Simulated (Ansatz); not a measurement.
C3H10OSi can be A, `CC(C)O[SiH3]`, or B, `CO[SiH](C)C`.

Calculated with Ansatz (gas phase, PBE0-D4/def2-TZVP geometries, no zero-point term in ΔE). CCSD(T)/CBS adds triple-zeta CCSD(T) − MP2 to the extrapolated MP2 energy (def2 sets, frozen cores). Functionals use def2-TZVPP. B3LYP here is the variant with VWN-RPA as its local correlation; programs differ in this. Each species was taken in one conformer, which may not be the lowest.

(1) Which isomer does CCSD(T)/CBS put lower? Give the gap. (Estimate.)

(2) Give E(B) − E(A) in kJ/mol with LDA (SPW92), r2SCAN-D4, ωB97M-V, CCSD/def2-TZVPP, BLYP-D4, MP2/def2-TZVPP, B3LYP. (Best estimate.)

(3) Does the order hold for the free energy at 298.15 K (harmonic terms from PBE0-D4)? (An estimate is asked.)

Largest T1 diagnostic: 0.010.

Results:

(1) Ansatz gave: B, by 68.4 kJ/mol.

(2) The calculation gave: LDA (SPW92) -64.9, r2SCAN-D4 -75.2, ωB97M-V -72.6, CCSD/def2-TZVPP -66.1, BLYP-D4 -70.3, MP2/def2-TZVPP -68.8, B3LYP -71.7. None reverses the order clearly.

(3) Computed: Yes: G(B) − G(A) = -66.7 kJ/mol, for one conformer each. Modes under 60 cm⁻¹, often nearly free rotors, make the harmonic entropy too high.

Leaving LDA and LC-ωPBE aside and taking each functional with its dispersion term where it has one, the values, not all of them listed here, spread over 8.0 kJ/mol, from r2SCAN-D4 to ωB97X-V. LDA lies +8.7 kJ/mol from PBE without D4. From BLYP to BHLYP (50 % exact exchange), in def2-TZVPP and without D4, E(B) − E(A) moves by +3.6 kJ/mol.
